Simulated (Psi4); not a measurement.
A dimer, O2S ··· H6Si2 (SMILES O=S=O and [SiH3][SiH3]); the first 3 atoms form monomer A.

```
11

O     -1.2410     0.2320     0.0000
S      0.0046    -0.4877     0.0000
O      1.2363     0.2557     0.0000
Si    -0.9755    -0.3193    -3.3156
Si    -1.4636     1.9471    -2.9675
H     -2.2200    -1.1253    -3.2784
H     -0.0576    -0.8157    -2.2615
H     -0.3273    -0.5091    -4.6362
H     -0.2190     2.7531    -3.0047
H     -2.3814     2.4435    -4.0217
H     -2.1119     2.1368    -1.6470
```

Q: What interaction energy does SAPT0/jun-cc-pVDZ, frozen core in Psi4 give, and which attractive term is the largest?

A: Total 8.89 kJ/mol: electrostatics -29.70, exchange 79.77, induction -20.78, dispersion -20.40. The most attractive term is electrostatics.
